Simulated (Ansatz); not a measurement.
Geometry optimisation, RKS PBE-D4/def2-SVP (Ansatz 0.2.0).

Input:

```yaml
crystal:
  periodic: [false, false, false]
  atoms:
    - { symbol: B, position_ang: [0.0, 0.0, 0.0] }
    - { symbol: "N", position_ang: [0.0, 0.0, 1.55] }
    - { symbol: H, position_ang: [-0.877, -0.2713, 2.08] }
    - { symbol: H, position_ang: [0.877, 0.2713, 2.08] }
    - { symbol: O, position_ang: [1.2211, 0.0, -0.705] }
    - { symbol: H, position_ang: [1.5209, -0.9519, -0.8599] }
    - { symbol: "N", position_ang: [-1.3423, 0.0, -0.775] }
    - { symbol: H, position_ang: [-2.0112, -0.8164, -0.6764] }
    - { symbol: H, position_ang: [-1.5914, 0.8164, -1.4036] }
basis:
  gaussian: { orbitals: def2-SVP }
hamiltonian:
  xc: pbe
  dispersion: d4
relax:
  f_tol: 0.02
  max_steps: 40
```

Command:

```bash
$ ansatz run input.yaml --threads 1 --pin off --max-ram 2048MiB --backend cpu --events-out ev --progress --plain --runs-dir out
```

Problem. Where does it end, and by what steps?

Solution. The forces met the threshold. After 9 steps the energy has fallen by 1.477 eV; H6 moved furthest, 0.95 Å.

| step | energy less start (eV) | largest force component (eV/Å) | accepted |
| --- | --- | --- | --- |
| 0 | 0.0000 | 2.394 | yes |
| 1 | -0.7350 | 1.122 | yes |
| 2 | -1.0566 | 0.968 | yes |
| 3 | -1.2406 | 0.665 | yes |
| 4 | -1.3743 | 0.304 | yes |
| 5 | -1.4524 | 0.303 | yes |
| 6 | -1.4734 | 0.132 | yes |
| 7 | -1.4745 | 0.074 | yes |
| 8 | -1.4766 | 0.051 | yes |
| 9 | -1.4774 | 0.012 | yes |

```xyz
9
Properties=species:S:1:pos:R:3
B -0.004 -0.099 0.115
N -0.074 -0.060 1.539
H -0.937 -0.042 2.075
H 0.770 -0.094 2.106
O 1.271 -0.044 -0.446
H 1.253 -0.221 -1.400
N -1.182 -0.216 -0.701
H -2.120 -0.191 -0.305
H -1.179 0.016 -1.693
```

Whether the end is a true minimum wasn't checked by a vibrational analysis.

Time of the run: 12 s on 1 thread of Intel(R) Xeon(R) 6975P-C (Granite Rapids), with other jobs on the host, peak memory 0.13 GiB.
